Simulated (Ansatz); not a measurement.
Correlation energies of `[OH][Al]([Cl])[SiH2]Cl` by basis set

Z-matrix (Å, degrees):
```
Si
Cl 1 2.066
Al 1 2.440 2 109.2
H 1 1.486 2 107.6 3 -122.0
H 1 1.486 2 107.6 3 122.0
Cl 3 2.095 1 121.8 2 -0.3
O 3 1.685 1 117.7 2 179.7
H 7 0.956 3 125.2 1 180.0
```

The species carries charge 0 and has multiplicity 1. The structure was optimised at the PBE0-D4/def2-TZVP level. It is one conformer, not always the lowest. Frozen core, restricted reference, Ansatz 0.2.0. CBS rows extrapolate triple and quadruple zeta; past MP2 they add the triple-zeta difference.

| basis | HF (Eh) | MP2 corr. | CCSD corr. | (T) | CCSD(T) total |
| --- | --- | --- | --- | --- | --- |
| def2-SVP | -1526.12656 | -0.60120 | -0.65174 | -0.01414 | -1526.79244 |
| def2-TZVPP | -1526.73256 | -0.80703 | -0.86165 | -0.03395 | -1527.62816 |
| def2-QZVPP | -1526.77771 | -0.88241 | – | – | – |
| CBS(def2) | -1526.78393 | -0.93824 | -0.99286 | as TZ | -1527.81074 |
